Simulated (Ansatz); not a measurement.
One change: `BSC(=C)[SiH3]` becomes `C=C([SiH3])SS`.

Ansatz, PBE0-D4/def2-TZVP geometries, multiplicity 1. Each molecule was computed in one conformer, which needn't be the lowest.

```json
{"property": "size of the dipole moment (PBE/def2-TZVPP) / D", "`BSC(=C)[SiH3]`": "1.29"}
{"property": "HOMO–LUMO gap (PBE/def2-TZVPP) / eV", "`BSC(=C)[SiH3]`": "4.01"}
{"property": "HOMO–LUMO gap (ωB97M-V/def2-TZVPP) / eV", "`BSC(=C)[SiH3]`": "9.95"}
{"property": "LUMO energy (PBE0/def2-TZVPP) / eV", "`BSC(=C)[SiH3]`": "-1.48"}
{"property": "HOMO energy (B3LYP/def2-TZVPP) / eV", "`BSC(=C)[SiH3]`": "-7.17"}
{"property": "HOMO–LUMO gap (B3LYP/def2-TZVPP) / eV", "`BSC(=C)[SiH3]`": "5.51"}
```

(1) What does the change do to each property? (Estimate.)

Answers

(1) The calculation gave: 
```tsv
property	`C=C([SiH3])SS`	shift
size of the dipole moment (PBE/def2-TZVPP) / D	1.03	-0.26
HOMO–LUMO gap (PBE/def2-TZVPP) / eV	3.79	-0.22
HOMO–LUMO gap (ωB97M-V/def2-TZVPP) / eV	10.03	0.08
LUMO energy (PBE0/def2-TZVPP) / eV	-0.92	0.56
HOMO energy (B3LYP/def2-TZVPP) / eV	-6.56	0.61
HOMO–LUMO gap (B3LYP/def2-TZVPP) / eV	5.43	-0.08
```

With PBE0 the HOMO rises by 0.61 eV and the LUMO rises by 0.56 eV, so the gap narrows by about 0.05 eV. PBE moves the HOMO by 0.72 eV and ωB97M-V by 0.60 eV. Dipoles are sizes alone; their direction can turn.

B3LYP here is the variant with VWN-RPA as its local correlation; programs differ in this.
